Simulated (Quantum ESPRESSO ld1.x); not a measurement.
Question: All-electron atom: Ni19+ in [He] 2s2 2p5. Method: scalar-relativistic Kohn-Sham, LDA (Slater exchange, VWN5 correlation), spin-polarised, spherical densities, point nucleus; open shells are filled with parallel spins first; computed with ld1.x of Quantum ESPRESSO 7.5. Some entries of the table are withheld. Estimate them.

orbital  occ.  eigenvalue (hartree)  r(max) (bohr)
1s up       1             -331.6393          0.035
1s down     1             -331.4455          0.035
2s up       1                   (1)          0.201
2s down     1                   (2)          0.201
2p up       3              -59.0184            (3)
2p down     2              -58.6928            (4)
3s up       0              -24.7650          0.551
3s down     0              -24.7017          0.551
3p up       0              -23.4053            (5)
3p down     0              -23.3332            (6)

Answer: 
(1) 2s up eigenvalue (hartree): -63.4456
(2) 2s down eigenvalue (hartree): -63.1728
(3) 2p up r(max) (bohr): 0.161
(4) 2p down r(max) (bohr): 0.161
(5) 3p up r(max) (bohr): 0.529
(6) 3p down r(max) (bohr): 0.533
